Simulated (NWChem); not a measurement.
System: C2H7FOSi; SMILES [SiH2](CO)CF

Input file for NWChem:

```
start job
memory heap 200 mb stack 900 mb global 1100 mb
geometry units angstroms noautosym nocenter noautoz
  O      0.983554    -2.052429     0.292591
  C     -0.243463    -1.730150    -0.369333
  Si    -0.809024     0.033164     0.116044
  C      0.597957     1.244367    -0.334995
  F      0.337564     2.517080     0.171879
  H      0.790791    -2.095138     1.247572
  H     -0.035410    -1.766673    -1.460563
  H     -1.046154    -2.487654    -0.192670
  H     -2.096753     0.442693    -0.547923
  H     -0.993501     0.066844     1.611174
  H      0.729511     1.307595    -1.440353
  H      1.556199     0.859529     0.083060
end
basis spherical
  O library def2-svp
  C library def2-svp
  Si library def2-svp
  F library def2-svp
  H library def2-svp
end
dft
  xc b3lyp
  iterations 150
end
cosmo
  do_cosmo_smd true
  solvent octanol
end
task dft energy
```

Coordinates come from a PBE-D3(BJ)/def2-SVP optimisation. No frequency run checked for a minimum. Solvent: 1-octanol.

Level: B3LYP/def2-SVP with SMD (1 M gas to 1 M solution), gas-phase geometry. Reactions with the solvent are ignored.

**Question.** What results follow from this input? (B3LYP/def2-SVP, SMD on the gas-phase geometry.) Quantities: solvation free energy (kcal/mol); cavity-dispersion-structure term (kcal/mol); dipole in solution (D).

**Answer.** 
| Quantity | Result |
|---|---|
| solvation free energy (kcal/mol) | -5.9 |
| cavity-dispersion-structure term (kcal/mol) | 1.2 |
| dipole in solution (D) | 2.26 |
